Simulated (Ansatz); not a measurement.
Diatomic CrMo, closed-shell singlet (the spin of the measured ground state). No spin–orbit coupling. Cr is treated without relativity. The T1 diagnostic near the minimum is 0.068, so single-reference values are doubtful.

D_e counts from the fitted minimum to each atom's lowest state at the same level, without counterpoise. The singlet is restricted.

Programs: Ansatz (a quantum-chemistry and plane-wave program).  In def2 rows elements past Kr take small-core potentials, without spin–orbit coupling.

**Question.** One of these levels gives 1.41 kcal/mol for the bond energy D_e. Name it.
A) r2SCAN/def2-TZVPP
B) SVWN5/def2-TZVPP
C) PBE/def2-TZVPP
D) B97M-V/def2-TZVPP

**Answer.** A, r2SCAN/def2-TZVPP. The others give 97.25 (SVWN5/def2-TZVPP), 55.92 (PBE/def2-TZVPP), -9.87 (B97M-V/def2-TZVPP)
